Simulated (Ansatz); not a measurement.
One geometry of CH₅GeN, SMILES `[CH2]1[NH][GeH2]1`, several functionals.

```yaml
crystal:
  periodic: [false, false, false]
  atoms:
    - {symbol: C, position_ang: [-0.653675, 0.443204, -0.552971]}
    - {symbol: N, position_ang: [-0.301882, 0.598712, 0.871071]}
    - {symbol: Ge, position_ang: [0.554278, -0.890460, 0.107180]}
    - {symbol: H, position_ang: [-1.694891, 0.188167, -0.728691]}
    - {symbol: H, position_ang: [-0.260376, 1.163318, -1.267842]}
    - {symbol: H, position_ang: [0.310019, 1.392866, 1.020794]}
    - {symbol: H, position_ang: [2.040119, -0.735160, -0.203239]}
    - {symbol: H, position_ang: [0.098509, -2.217747, 0.697898]}
basis:
  gaussian: {orbitals: def2-TZVPP}
hamiltonian: {xc: {name: r2SCAN0}, dispersion: d4}
output: {orbitals: {seedname: orbitals}}
```

```sh
$ ansatz run in.yaml --threads 2 --pin off --events-out ev --progress --plain --max-ram 4352MiB
```

Shortened log:

```
Functional definition: r2SCAN0
1031 factors; their error is unknown
mean field evaluation 1: about -59114.9435 eV, gradient 6.2e1 eV
mean field evaluation 2: about -59093.7610 eV, gradient 1.1e2 eV
mean field evaluation 4: about -59123.1734 eV, gradient 6.9e0 eV
mean field evaluation 8: about -59123.2747 eV, gradient 2.4e-1 eV
mean field evaluation 16: about -59123.5419 eV, gradient 1.8e-4 eV
mean field -59123.54187939 eV, -2172.7500886914 hartree, gradient 3.7e-5 eV, S^2 0.000000; 0 other end points of the search recorded, 0 dependent functions left out
reference -59123.54188763 eV, -2172.7500889942 hartree; 25, 25 occupied and 155, 155 virtual orbitals, 1031 factors
Total energy: -59123.57613014 eV, -2172.7513473833 hartree
```

It took 5 s on 2 threads of an Arm Neoverse V1 on a shared host, with 0.39 GiB of host memory at the peak.

With the line `hamiltonian: {xc: {name: wB97X-V}}` (abridged; 8 s):

```
Functional definition: wB97X-V
mean field evaluation 16: about -59120.1701 eV, gradient 2.3e-5 eV
mean field -59120.17007303 eV, -2172.6261770931 hartree, gradient 2.3e-5 eV, S^2 0.000000
Total energy: -59120.17007128 eV, -2172.6261770291 hartree
```

Changing it to `hamiltonian: {xc: pbe0, dispersion: d4}` (abridged; 2.9 s):

```
Functional definition: PBE0
mean field evaluation 16: about -59115.9626 eV, gradient 7.0e-5 eV
mean field -59115.96261196 eV, -2172.4715557510 hartree, gradient 7.0e-5 eV, S^2 0.000000
Total energy: -59116.06868856 eV, -2172.4754539942 hartree
```

Changing it to `hamiltonian: {xc: pbe, dispersion: d4}` and forces (abridged; 2.4 s):

```
Functional definition: PBE
mean field evaluation 16: about -59114.2948 eV, gradient 1.6e-4 eV
mean field -59114.29478852 eV, -2172.4102643700 hartree, gradient 1.9e-5 eV, S^2 0.000000
Total energy: -59114.42281102 eV, -2172.4149691102 hartree
Atom 0 force    -0.108640     0.131844    -0.184319 eV/Å
Atom 1 force    -0.361522     0.068992     0.442849 eV/Å
Atom 2 force     0.275602    -0.426051    -0.136707 eV/Å
Atom 3 force    -0.215770    -0.078429    -0.050754 eV/Å
Atom 4 force     0.080105     0.141366    -0.178872 eV/Å
Atom 5 force     0.232982     0.269555     0.055027 eV/Å
Atom 6 force     0.153856     0.027594    -0.035259 eV/Å
Atom 7 force    -0.056614    -0.134871     0.088034 eV/Å
Dipole moment:     0.213954     0.014391    -0.200002 e Å
```

The same input with `hamiltonian: {xc: lda}` (abridged; 1.1 s):

```
Functional definition: SPW92
mean field evaluation 16: about -59017.4867 eV, gradient 3.8e-5 eV
mean field -59017.48666041 eV, -2168.8526312807 hartree, gradient 3.8e-5 eV, S^2 0.000000
Total energy: -59017.48669433 eV, -2168.8526325273 hartree
```

With the line `hamiltonian: {xc: {name: PBE-QIDH}}` (abridged; 5 s):

```
Functional definition: PBE-QIDH
mean field evaluation 16: about -59100.0348 eV, gradient 1.5e-4 eV
mean field -59100.03479200 eV, -2171.8862191635 hartree, gradient 8.2e-6 eV, S^2 0.000000
11 core orbitals not correlated: weight in the atoms' cores, before any rotation towards them, 1.000 or more for the frozen orbitals, at most 0.000 for the correlated occupied ones
second order -19.88392565 eV of doubles, -0.00000000 eV of singles
Total energy: -59106.66277820 eV, -2172.1297931640 hartree
```
